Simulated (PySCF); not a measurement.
A thermochemical cycle for SnH

CCSD(T) in PySCF with def2-TZVPPD on every atom (core potentials on Sn), for the lowest determinant that a PBE0 search found; no spin–orbit coupling. SnH, a doublet (π ↑), has De = 2.66 eV to neutral atoms, and SnH⁺, a singlet (closed shell), has De = 2.81 eV to Sn⁺ + H.

The adiabatic ionisation energy of SnH, between the minima, is 7.11 eV.

Task: Which ionisation energy of the Sn atom does this level give?

Result: IE(Sn) = IE(molecule) + De(ion) − De(neutral) = 7.11 + 2.81 − 2.66 = 7.26 eV; the measured value is 7.344 eV (NIST ASD).

Correlated steps freeze 4 core orbitals. Spin–orbit coupling is left out, which matters for elements this heavy, above all for dissociation energies. For an ion De counts to the pair picked by the measured ionisation energies or electron affinities, which need not be the lowest pair at this level. Where the molecule has an RHF reference, its open-shell atoms are computed with UHF. States were picked by a PBE0 search and need not be the measured ground states.
